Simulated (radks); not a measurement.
The numbers below are computed, except where a source is named.
Question: Isoelectronic series with 20 electrons, all held in the configuration [Ar] 4s2, which need not be the ground one along the series. Level of theory: scalar-relativistic Kohn-Sham, PBE, spin-polarised, spherical densities, point nucleus (a radial shooting solver on a logarithmic mesh with Libxc functionals). Total energies (hartree) and orbital eigenvalues (eV):

ion,E (hartree),4s,3p,3s
Ca,-680.32517,-3.7664,-28.0081,-47.0918
V3+,-946.15385,-32.9782,-92.3710,-119.4797
Fe6+,-1258.71521,-79.9854,-186.8861,-222.5017
Cu9+,-1618.29433,-143.4668,-309.9403,-354.6120
Ge12+,-2025.32469,-223.1266,-461.1636,-515.5788
Br15+,-2480.33548,-318.9206,-640.4834,-705.5081
Sr18+,-2983.94027,-430.9141,-847.9527,-924.6662
Nb21+,-3536.83558,-559.2364,-1083.695,-1173.425
Ru24+,-4139.80337,-704.0634,-1347.881,-1452.242
Ag27+,-4793.71578,-865.6108,-1640.720,-1761.655
Sn30+,-5499.54143,-1044.131,-1962.453,-2102.278
I33+,-6258.35325,-1239.913,-2313.350,-2474.812
Ba36+,-7071.3378,-1453.285,-2693.710,-2880.041
Pr39+,-7939.8067,-1684.615,-3103.858,-3318.848
Sm42+,-8865.2095,-1934.316,-3544.149,-3792.221
Tb45+,-9849.1496,-2202.849,-4014.963,-4301.264
Er48+,-10893.4031,-2490.728,-4516.711,-4847.215
Lu51+,-11999.9411,-2798.530,-5049.829,-5431.461

Estimate the row of W54+.

Answer: E (hartree) -13170.9564; 4s -3126.899; 3p -5614.787; 3s -6055.560.
